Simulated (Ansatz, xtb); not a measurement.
Two isomers of C4H7BO

Structure I is `BC1=COCC1`, a singlet and structure II is `CC#CBOC`, a singlet. Both are isolated molecules in the gas phase, relaxed with PBE0-D3(BJ)/def2-SVP; the shapes shown needn't be the lowest conformers.

I (Å):

```xyz
13

C    -0.2775    0.0830   -0.3553
C    -1.1415    0.4381    0.6337
C    -2.4196   -0.9599   -0.5664
C    -1.0447   -0.8755   -1.2505
B     1.1365    0.6094   -0.4341
O    -2.3519   -0.0945    0.5886
H     1.8931    0.2835   -1.3221
H     1.5236    1.3810    0.4172
H    -0.9644    1.1155    1.4726
H    -2.6719   -1.9671   -0.2031
H    -3.2496   -0.6015   -1.1929
H    -1.1212   -0.4965   -2.2816
H    -0.5542   -1.8596   -1.3099
```

II (Å):

```yaml
atoms:
  - { symbol: C, position_ang: [-2.8208, 1.1836, 1.9167] }
  - { symbol: C, position_ang: [-1.8820, 0.1419, 1.5458] }
  - { symbol: C, position_ang: [-1.0941, -0.7387, 1.2397] }
  - { symbol: C, position_ang: [0.7460, -0.8186, -1.1004] }
  - { symbol: B, position_ang: [-0.1261, -1.8785, 0.9089] }
  - { symbol: O, position_ang: [0.6872, -1.8649, -0.1643] }
  - { symbol: H, position_ang: [-2.5990, 1.5671, 2.9251] }
  - { symbol: H, position_ang: [-2.7874, 2.0309, 1.2143] }
  - { symbol: H, position_ang: [-3.8504, 0.7924, 1.9305] }
  - { symbol: H, position_ang: [-0.0533, -2.8572, 1.6157] }
  - { symbol: H, position_ang: [1.7745, -0.4280, -1.1396] }
  - { symbol: H, position_ang: [0.4891, -1.2107, -2.0966] }
  - { symbol: H, position_ang: [0.0559, 0.0013, -0.8447] }
```

Quicker runs give these differences E(II) − E(I): GFN2-xTB +0.9 kJ/mol; HF/STO-3G −17.6 kJ/mol (at GFN2-xTB geometries); r2SCAN-D4/def2-SVP −55.3 kJ/mol (at GFN2-xTB geometries).

Question: Which of the two would you expect CCSD(T)/def2-SVP + ΔMP2/def2-TZVPP electronic energies to favour?

Answer: Structure II; the calculation gives E(II) − E(I) = −74.2 kJ/mol.

The same difference at several levels:

```csv
level,geometry,E(II) − E(I) (kJ/mol),departure from the last row (kJ/mol),"job, with rough time for the two"
GFN2-xTB,GFN2-xTB,+0.9,+75.1,"optimisation, 0.36 s"
HF/STO-3G,GFN2-xTB,−17.6,+56.6,"single point, 0.86 s"
r2SCAN-D4/def2-SVP,GFN2-xTB,−55.3,+18.8,"single point, 5.8 s"
PBE0-D3(BJ)/def2-SVP,PBE0-D3(BJ)/def2-SVP,−43.8,+30.3,"optimisation, 72 s"
HF/def2-SVP,PBE0-D3(BJ)/def2-SVP,−85.0,−10.8,part of the CCSD(T) run
MP2/def2-SVP,PBE0-D3(BJ)/def2-SVP,−85.2,−11.0,part of the CCSD(T) run
CCSD(T)/def2-SVP,PBE0-D3(BJ)/def2-SVP,−78.7,−4.5,single point
CCSD(T)/def2-SVP + ΔMP2/def2-TZVPP,PBE0-D3(BJ)/def2-SVP,−74.2,,"single point, 70 s"
```

As drawn, II has 1 C≡C, 1 B–O, 1 C–H in place of 1 C=C, 1 C–O, 1 C–C, 1 B–H. Structure I has a 5-membered ring, II no ring.

GFN2-xTB finds them nearly level. The largest departure from CCSD(T)/def2-SVP + ΔMP2/def2-TZVPP is that of GFN2-xTB, 75.1 kJ/mol. A small imaginary or near-zero mode remains, so no thermal terms are given. The last row adds to CCSD(T) the change of the MP2 difference between the two basis sets, here +4.5 kJ/mol.

The correlated steps freeze 6 core orbitals. Programs: Ansatz 0.2.0, xtb 6.7.1; the last row on 2 threads of Intel(R) Xeon(R) Processor @ 2.70GHz on a shared host.
